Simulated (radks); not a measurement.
Results of a calculation; reference values are marked as such.
Initial-state core-level shifts of the magnesium ion Mg+ when its valence configuration changes from [Ne] 3s1. Code: a radial shooting solver on a logarithmic mesh with Libxc functionals. Model: Dirac Kohn-Sham, PBE, spin-unpolarised, spherical densities, finite nucleus; open shells fill j = l - 1/2 first; Fermi nuclear charge, rms radius 3.057 fm. Shifts are changes of the shell-averaged eigenvalues in eV (positive: less bound); the change of the density at the nucleus, which sets a Mossbauer isomer shift, is in e/bohr^3, on a base of 1160.

[
 {"valence": "3s0.5 3p0.5", "1s": "-0.931", "2s": "-0.916", "2p": "-0.907", "density at nucleus": "-1.0801"},
 {"valence": "3p1", "1s": "-1.843", "2s": "-1.815", "2p": "-1.796", "density at nucleus": "-2.2000"}
]
